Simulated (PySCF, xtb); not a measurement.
ClFH4Si2, SMILES F[SiH2][SiH2]Cl.

GFN2-xTB (xtb) at its own geometry gives an orbital gap of 4.37 eV and a dipole moment of 1.97 D.

Geometry optimised at B3LYP-D3(BJ)/def2-SVP. This is a generated structure with no PubChem entry under its InChIKey; it may be hypothetical. The values are those of a single conformer.

### Question
What does CAM-B3LYP/def2-TZVP (PySCF) give? (Estimate from the structure and the level; the computed values follow.)

### Answer
gap 9.62 eV (levels -9.61 and 0.01 eV), dipole 2.14 D.
